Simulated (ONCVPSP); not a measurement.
# Pb: excitation energies, all-electron against ONCV

Pb (Z = 82), optimised norm-conserving Vanderbilt (ONCV), made with ONCVPSP 4.0.1 (LDA (Perdew-Wang 92), fully relativistic). Core [Xe] 4f14 5d10, reference 6s2 6p2. Waves: 6s: rc 2.10 bohr, ncon 4, nbas 8, qcut 3.4 1/bohr, 2 projectors, debl 0.7 Ha; 6p: rc 2.05 bohr, ncon 4, nbas 8, qcut 4 1/bohr, 2 projectors, debl 2.7 Ha. Local part: polynomial inside 1.60 bohr (lpopt 4, dvloc0 0 Ha). Core correction: none.

Open shells are filled in proportion to 2j + 1.

Energies are relative to the spin-unpolarised reference configuration 6s2 6p2; without spin polarisation the order of configurations can differ from experiment.

```csv
valence configuration,charge,ΔE all-electron (eV),error AE − PS (meV)
6s2 6p0,+2,20.869,+69
6s1 6p0,+3,53.737,+278
6s2 6p1.5,+0.5,2.666,+1.6
```

(1) What are ΔE and the potential's error for 6s2 6p1?

Note: ghosts flagged at negative energy: p3/2 at -63.5 eV; GHOST(+) flagged for s at 22.9 eV. A true bound ghost makes a file unfit for plane-wave use.

## Answers

(1) ΔE = 6.952 eV all-electron; the error (AE − PS) is +8.7 meV.
